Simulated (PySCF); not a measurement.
Isomers of C4H10ClPSi2, mass 179.975 u with the commonest isotopes. Theory: PBE0/pcSseg-1 in PySCF (dipole) on a GFN2-xTB geometry, gas phase. One conformer each, none proved a minimum here; rigid rotors.

Question: Order these by out-of-plane moment Σ m c² = (Ia + Ib − Ic)/2, smallest first.
A. `[CH2:1]=[CH:2]/[C:3](=[CH:4]\[SiH3:5])[Si@H:6]([PH2:7])[Cl:8]` with C1–C2–C3–C4 -179°, C2–C3–Si6–P7 -178°, C3–Si6–P7–H 47° and -46°
B. `[CH2:1]=[CH:2]/[C:3](=[CH:4]/[SiH3:5])[Si@H:6]([PH2:7])[Cl:8]` with C1–C2–C3–C4 -158°, C2–C3–Si6–P7 -100°, C3–Si6–P7–H 73° and 166°
C. `[CH3:1][SiH2:2][C@@:3]1([Cl:4])[CH:5]=[CH:6][Si@H:7]1[PH2:8]` with C1–Si2–C3–Cl4 -177°, C6–Si7–P8–H 174° and -94°

Answer: A (60.93 u·Å²), C (128.34 u·Å²), B (168.12 u·Å²).

Question: Order these by radius of gyration √(Σ m r²/M), largest first.
A. `[CH2:1]=[CH:2]/[C:3](=[CH:4]\[SiH3:5])[Si@H:6]([PH2:7])[Cl:8]` with C1–C2–C3–C4 -179°, C2–C3–Si6–P7 -178°, C3–Si6–P7–H 47° and -46°
B. `[CH3:1][SiH2:2][C@@:3]1([Cl:4])[CH:5]=[CH:6][Si@H:7]1[PH2:8]` with C1–Si2–C3–Cl4 -177°, C6–Si7–P8–H 174° and -94°
C. `[CH2:1]=[CH:2]/[C:3](=[CH:4]/[SiH3:5])[Si@H:6]([PH2:7])[Cl:8]` with C1–C2–C3–C4 -158°, C2–C3–Si6–P7 -100°, C3–Si6–P7–H 73° and 166°

Answer: A (2.549 Å), C (2.323 Å), B (2.262 Å).

Question: Order these by rotational constant B, largest first.
A. `[CH2:1]=[CH:2]/[C:3](=[CH:4]/[SiH3:5])[Si@H:6]([PH2:7])[Cl:8]` with C1–C2–C3–C4 -158°, C2–C3–Si6–P7 -100°, C3–Si6–P7–H 73° and 166°
B. `[CH3:1][SiH2:2][C@@:3]1([Cl:4])[CH:5]=[CH:6][Si@H:7]1[PH2:8]` with C1–Si2–C3–Cl4 -177°, C6–Si7–P8–H 174° and -94°
C. `[CH2:1]=[CH:2]/[C:3](=[CH:4]\[SiH3:5])[Si@H:6]([PH2:7])[Cl:8]` with C1–C2–C3–C4 -179°, C2–C3–Si6–P7 -178°, C3–Si6–P7–H 47° and -46°

Answer: A (844.0 MHz), B (812.1 MHz), C (629.1 MHz).

```tsv
SMILES	point group	Ia (u·Å²)	Ib (u·Å²)	Ic (u·Å²)	κ	μa (D)	μb (D)	μc (D)
C=C/C(=C/[SiH3])[Si@H](P)Cl	C1	540.74	598.76	803.27	0.41	2.18	0.42	0.11
C=C/C(=C\[SiH3])[Si@H](P)Cl	C1	426.80	803.35	1108.28	-0.52	1.89	0.16	0.76
C[SiH2][C@@]1(Cl)C=C[Si@H]1P	C1	427.15	622.32	792.78	-0.36	2.02	0.11	0.85
```
